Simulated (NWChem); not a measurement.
# CHCl, singlet; SMILES [CH]Cl

```xyz
3

C      0.1185     1.2006     0.0000
Cl     0.0159    -0.5107     0.0000
H     -0.9822     1.4785     0.0000
```
Atoms are numbered in this order, from 1.

Low-valent species are run as closed-shell singlets; no triplet was tried in these runs. All runs use the structure optimised with PBE-D3(BJ)/def2-SVP.

Symmetry labels are those of Cs in the frame above (b1 and b2, or b-type labels, depend on it).

**Question.** List the 4 lowest vertical singlet excitations from CAM-B3LYP/def2-TZVP, TDA (NWChem).

**Answer.** 
| state | energy (eV) | oscillator strength | symmetry | leading excitation (squared amplitude) |
|---|---|---|---|---|
| S1 | 1.98 | 0.006 | a" | HOMO → LUMO (0.99) |
| S2 | 5.38 | 0.006 | a" | HOMO−1 → LUMO (0.99) |
| S3 | 6.32 | 0.010 | a' | HOMO → LUMO+1 (0.72) |
| S4 | 7.10 | 0.000 | a" | HOMO−3 → LUMO (0.99) |
